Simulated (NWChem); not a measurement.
# Si$_{2}$H$_{5}$O$_{2}$Cl; SMILES O[SiH](O)[SiH2]Cl

```xyz
10

O      1.5915     1.3124     0.4120
Si    -0.0674     1.3444     0.3003
O     -0.6451     1.8697    -1.1702
Si    -0.9144    -0.8373     0.5132
Cl     0.4856    -2.1095    -0.4116
H      2.0342     0.6113    -0.0909
H     -0.4762     2.2555     1.4004
H     -0.4061     2.7713    -1.4336
H     -2.2293    -1.0667    -0.1375
H     -1.0052    -1.2666     1.9341
```
Atoms are numbered in this order, from 1.

Results from NWChem. All runs use the structure optimised with B3LYP/6-31G* (spherical d). B3LYP is NWChem's, with the RPA form of VWN correlation.

For level PBE/def2-TZVP:

* **highest occupied level (eV)**: -6.79
* **orbital gap (eV)**: 5.03

Q: Estimate the same quantities for level B3LYP/def2-TZVP.

A: The highest occupied level (eV) is -7.84 and the orbital gap (eV) is 6.75.
